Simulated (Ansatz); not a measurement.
Reaction (β-hydride elimination): `CC(C)[CH2][AlH2]` → `[AlH3]` + `C=C(C)C`

Calculated with Ansatz (gas phase, PBE0-D4/def2-TZVP geometries, no zero-point term in ΔE). CCSD(T)/CBS adds triple-zeta CCSD(T) − MP2 to the extrapolated MP2 energy (def2 sets, frozen cores). This one scheme is used for every species. Functionals use def2-TZVPP. One conformer a species, not always the lowest.

`CC(C)[CH2][AlH2]`:

```xyz
16

C    -0.070   -1.265   -0.790
C     0.461   -0.262    0.225
C     0.606   -0.912    1.595
C    -0.433    0.979    0.275
Al   -0.570    1.996   -1.394
H     0.555   -2.160   -0.840
H    -1.085   -1.581   -0.524
H    -0.105   -0.837   -1.799
H     1.461    0.046   -0.107
H     1.266   -1.783    1.559
H    -0.369   -1.245    1.965
H     1.014   -0.208    2.324
H    -0.070    1.674    1.049
H    -1.441    0.697    0.609
H    -1.785    2.992   -1.645
H     0.566    1.870   -2.503
```

`[AlH3]`:

Z-matrix (Å, degrees):
```
Al
H 1 1.586
H 1 1.586 2 120.0
H 1 1.586 2 120.0 3 -179.9
```

`C=C(C)C`:

Z-matrix (Å, degrees):
```
C
C 1 1.496
H 1 1.095 2 110.8
H 1 1.091 2 111.9 3 -121.0
H 1 1.095 2 110.8 3 117.9
C 2 1.496 1 115.7 3 -58.8
C 2 1.329 1 122.2 3 121.2
H 6 1.095 2 110.8 1 59.4
H 6 1.095 2 110.8 1 -58.6
H 6 1.091 2 111.8 1 -179.6
H 7 1.085 2 121.4 1 180.0
H 7 1.085 2 121.4 1 -0.0
```

| level | ΔE (eV) |
| --- | --- |
| LC-ωPBE | 1.34 |
| HF/def2-SVP | 0.91 |

Task: What does CCSD(T)/CBS give? (An estimate is asked.)

Result: Ansatz gave: +1.22 eV. The listed levels differ from it by 0.12, -0.31 eV.

Largest T1 diagnostic among the species: 0.010.

In def2-TZVPP, CCSD(T) changes the Hartree–Fock value by +0.38 eV (the triples alone add +0.02 eV) and MP2 by +0.49 eV. At CCSD(T), def2-SVP lies −0.05 eV from the extrapolated value and def2-TZVPP −0.03 eV.
